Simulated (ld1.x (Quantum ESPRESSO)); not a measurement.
## Which change was made? (Tm, ultrasoft)

| Property | Result |
| --- | --- |
| Element | thulium (Tm) |
| Generator | ld1.x (Quantum ESPRESSO) 7.5 |
| Type | ultrasoft |
| Functional | LDA (PZ) |
| Relativity | fully relativistic |
| Frozen core | [Kr] 4d10 |
| Valence charge | 23 |
| Reference configuration | 4f12.5 5s2 5p6 5d0.5 6s2 6p0 |
| Partial waves | 5s (bound): rcut 1.60, rcutus 1.75 bohr; 6s (bound): rcut 1.60, rcutus 1.75 bohr; 5p (bound): rcut 1.90, rcutus 2.35 bohr; 6p (bound, empty): rcut 1.90, rcutus 2.35 bohr; 5d (bound): rcut 1.60, rcutus 2.20 bohr; 5d channel at 0.85 Ry: rcut 1.60, rcutus 2.20 bohr; 4f (bound): rcut 0.50, rcutus 0.65 bohr; 4f channel at 4.35 Ry: rcut 0.50, rcutus 0.65 bohr |
| Local potential | all-electron potential smoothed inside 1.60 bohr (lloc = -1) |
| Core correction | a·sin(br)/r model core inside 0.35 bohr |
| Augmentation charge | built from norm-conserving waves at rcut, not smoothed further |

Open shells are filled in proportion to 2j + 1 (rel_dist='average').

Cutoffs, loose and tight: the cutoffs (Ry, on a coarse ladder) from which the occupation-weighted sum of valence levels, in a spherical-Bessel basis at the reference potential, stays within 10 and 1 mRy of its value at 400 Ry. They do not see the model core or the augmentation charge, which bear on the density cutoff. Test errors are all-electron minus pseudo excitation energies from the reference, over the configurations 4f13 5s2 5p6 5d0 6s2 6p0; 4f13 5s2 5p6 5d0 6s1 6p0; 4f13 5s2 5p6 5d0 6s0 6p0; 4f13 5s2 5p6 5d0 6s0 6p2; 4f13 5s2 5p5 5d0 6s2 6p0; 4f13 5s2 5p6 5d1 6s1 6p0; 4f13 5s1 5p6 5d0 6s2 6p0; variants that change the core or the reference have their own tests. The largest error is taken over the tests solved by every variant that gives reliable tests at all, those not shown here included: 4f13 5s2 5p6 5d0 6s0 6p0; 4f13 5s2 5p6 5d0 6s1 6p0; 4f13 5s2 5p6 5d0 6s2 6p0.

The base gives: outcome: generated, overlap not positive; bound ghosts: not determined (overlap not positive); largest test error (meV): +1408.

Question: After one change the result is: outcome: failed: compute_chi: chi too large beyond r_c. Which change was it?
A. all radii but the core radius scaled by about 0.76 (s 1.32, p 1.78, d 1.66, f 0.50 bohr, rcut 1.22/1.44/1.22/0.38); local potential all-electron potential smoothed inside 1.22 bohr (lloc = -1)
B. all radii but the core radius scaled by about 1.36 (s 2.38, p 3.20, d 3.00, f 0.88 bohr, rcut 2.18/2.58/2.18/0.68); local potential all-electron potential smoothed inside 2.18 bohr (lloc = -1)
C. all radii but the core radius scaled by about 1.20 (s 2.10, p 2.82, d 2.64, f 0.78 bohr, rcut 1.92/2.28/1.92/0.60); local potential all-electron potential smoothed inside 1.92 bohr (lloc = -1)

Answer: A. The others give: all radii but the core radius scaled by about 1.20 (s 2.10, p 2.82, d 2.64, f 0.78 bohr, rcut 1.92/2.28/1.92/0.60); local potential all-electron potential smoothed inside 1.92 bohr (lloc = -1) → outcome: failed: chargeps: negative rho | all radii but the core radius scaled by about 1.36 (s 2.38, p 3.20, d 3.00, f 0.88 bohr, rcut 2.18/2.58/2.18/0.68); local potential all-electron potential smoothed inside 2.18 bohr (lloc = -1) → outcome: failed: run_pseudo: Errors in PS-KS equation. A file whose overlap is not positive is unfit for use, and its test errors describe a broken file.
